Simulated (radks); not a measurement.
Ta71+, configuration [He]. Method: Dirac Kohn-Sham, PBE, spin-unpolarised, spherical densities, point nucleus; computed with a radial shooting solver on a logarithmic mesh with Libxc functionals.

Normalised radial functions P(r) = r R(r) (large component), r in bohr:

```
   r/bohr * 1s1/2 (the largest magnitude, 6.24, reaches the edge; | marks zero)
 0.001329 |                  *
 0.001759 |                      *
 0.002327 |                           *
 0.003104 |                                 *
 0.004107 |                                       *
 0.005434 |                                            *
  0.00719 |                                                  *
 0.009513 |                                                     *
  0.01269 |                                                      *
  0.01679 |                                                   *
  0.02221 |                                           *
  0.02939 |                                *
  0.03889 |                    *
  0.05186 |          *
  0.06862 |   *
   0.0908 |*
   0.1201 *
    0.159 *
    0.212 *
```

1s1/2: eigenvalue -76632 eV, 0 radial nodes, <r> = 0.0186 bohr, 90 % of the charge inside 0.0337 bohr.
